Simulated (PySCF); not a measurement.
BiCl₂: from structure and modes to constants

These are results of UPBE0/[Bi def2-TZVP with ECP60, Cl def2-TZVP], scalar-relativistic core potentials, density fitting, no spin–orbit coupling, PySCF, not measurements.

The doublet minimum has C2v symmetry. Masses (u): Bi 208.98038, Cl 34.96885.

```xyz
3
charge 0 multiplicity 2, angstrom
Bi    0.0000    0.0000   -0.3910
Cl    1.8515    0.0000    1.1820
Cl   -1.8515    0.0000    1.1820
```

Harmonic wavenumbers (cm⁻¹): 105.3 (a1, ×1), 329.4 (b2, ×1), 348.4 (a1, ×1).

(1) Find the principal moments of inertia and the rotational constants. What kind of rotor is it?

(2) Find the vibrational entropy and heat capacity at 298.15 K.

(3) Give the standard entropy (298.15 K, 1 bar) by its translational, rotational, vibrational and spin parts, and Cp.

Answers

(1) About the centre of mass I = 129.66, 239.75, 369.41 u Å². With B = 16.8576/I this gives 0.13, 0.07031, 0.04563 cm⁻¹. The molecule is an asymmetric top with κ = -0.42.

(2) With u = 1.43878 ω/T, each mode gives S = R[u/(eᵘ−1) − ln(1−e⁻ᵘ)] and C = R u² eᵘ/(eᵘ−1)².
| ω (cm⁻¹) | u | S (J/(mol K)) | C (J/(mol K)) |
| --- | --- | --- | --- |
| 105.3 | 0.508 | 14.03 | 8.14 |
| 329.4 | 1.590 | 5.28 | 6.76 |
| 348.4 | 1.681 | 4.91 | 6.60 |
The sums over all modes are S = 24.2 and C = 21.5 J/(mol K); the softest mode gives 58 % of the entropy.

(3) Sackur–Tetrode with M = 278.92 u gives 179.1; rotation with symmetry number 2 gives 110.3; vibration 24.2; spin R ln 2 = 5.8. The total is 319.4 J/(mol K), and Cp = 4 R + 21.5 = 54.8 J/(mol K).

This need not be the most stable arrangement of these atoms. No spin–orbit coupling is included, which matters more the heavier the element.
